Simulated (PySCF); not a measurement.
**Structure from 2D NMR**

Compound of formula C4H11NSi2. Correlations simulated from computed shifts and the bond graph:

HSQC (one-bond C–H):
```csv
δH,δC
6.49,146.2
5.62,122.7
5.59,122.7
4.95,112.6
4.92,112.6
```

COSY cross peaks (H two or three bonds apart, from the bond graph; peaks can be absent where the dihedral angle is near 90°):
```csv
δH,δH
6.49,5.62
6.49,5.59
5.62,5.59
4.95,4.92
```

HMBC (two and three bonds, from the bond graph):
```csv
δH,δC
6.49,"163.4, 122.7, 112.6"
5.62,"163.4, 146.2"
5.59,"163.4, 146.2"
4.95,"163.4, 146.2"
4.92,"163.4, 146.2"
4.74,163.4
```

Carbons without hydrogens: δ 163.4.

[PySCF 2.14.0 with density-fitted response routines: geometry from GFN2-xTB; NMR shieldings at PBE0/pcSseg-1/GIAO; non-relativistic; one averaged value for each set of equivalent atoms; one conformer; no solvent]

Scale: 1H (σ = 31.72 ppm), 13C (σ = 186.93 ppm) vs TMS (reference shieldings calculated alike).

Exchangeable hydrogens are left out of these lists.

Assemble the structure.

Answers

SMILES C=CC(=C)N([SiH3])[SiH3].

Numbering as in the mapped SMILES `[CH2:1]=[CH:2][C:3](=[CH2:4])[N:5]([SiH3:6])[SiH3:7]`. Hydrogens are named by the atom that carries them. Ha(C4) is cis to C2; Ha(C1) is cis to C3; Hb(C4) is trans to C2; Hb(C1) is trans to C3.

δC 163.4 is C3, an alkene carbon bearing nitrogen. δC 146.2 is C2, an alkene CH (δH 6.49). δC 122.7 is C1, a terminal =CH2 carbon (δH 5.62, 5.59). δC 112.6 is C4, a β carbon of an enol-ether or enamine type C=C (δH 4.95, 4.92). HMBC from δH 6.49 reaches the proton-free carbon C3. HMBC from δH 5.62 reaches the proton-free carbon C3. HMBC from δH 5.59 reaches the proton-free carbon C3. HMBC from δH 4.95 reaches the proton-free carbon C3. COSY links 6.49–5.62, 6.49–5.59, 5.62–5.59, 4.95–4.92.

The data come from this structure; uniqueness wasn't tested.

Shifts are as computed. Against solution values, carbons near 30 ppm lie about +3 ppm off and those near 130 ppm about +5 ppm. Of 1211 compounds with measured shifts, 218 miss one by over three times the rms of a fit or turn the order of signals round; such compounds aren't used in these exercises.
